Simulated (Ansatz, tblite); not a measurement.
Cost and result up the ladder for Tl₂H₂⁻ (the lowest doublet isomer of a short search) (4 atoms). Charge -1, multiplicity 2. Geometry: r2SCAN-D4/def2-TZVPD.

Cartesian coordinates in Å:
```
Tl -1.3928 -0.0361 0.7382
Tl 1.3004 0.7091 -0.5405
H 0.6286 -0.5760 0.9883
H -0.5363 -0.0970 -1.1860
```

Ansatz on 4 threads of AMD EPYC 9R45 on a shared host; xTB runs through tblite on one thread. Times are rough, summed over both states, and most runs start from the orbitals of an earlier one. CCSD(T)/def2-TZVPPD serves as the yardstick here, not as an exact answer. The other state is a singlet.

In the def2 sets Tl takes a core potential; there is no spin–orbit coupling. The xTB rows come from tblite. Correlated methods freeze 8 core orbitals; core or outer-core shells of Tl are correlated, in sets that lack core-valence functions. The structure comes from a short search, and lower isomers may exist.

Correlated methods converge slowly with the basis.

Raw xTB energies of ions are shifted by several eV, and xTB has no spin-polarisation term.

```
                             level  functions  wall time
                          GFN1-xTB         12    0.002 s
                          GFN2-xTB         10    0.002 s
                 PBE-D4/def2-TZVPD        130      1.1 s
                PBE0-D4/def2-TZVPD        130      1.5 s
r2SCAN-D4/def2-TZVPD (with forces)        130      2.6 s
               CCSD(T)/def2-TZVPPD        146       34 s
```

(1) Estimate what each level gives for the vertical IE (eV).

Answers

(1) 
```tsv
level	vertical IE (eV)	difference from CCSD(T)/def2-TZVPPD (eV)	remarks
GFN1-xTB	4.82	3.99	–
GFN2-xTB	4.25	3.42	–
PBE-D4/def2-TZVPD	0.95	0.12	HOMO above zero (-1 doublet)
PBE0-D4/def2-TZVPD	0.93	0.10	HOMO above zero (-1 doublet)
r2SCAN-D4/def2-TZVPD (with forces)	0.99	0.16	HOMO above zero (-1 doublet)
CCSD(T)/def2-TZVPPD	0.83	0.00	–
```
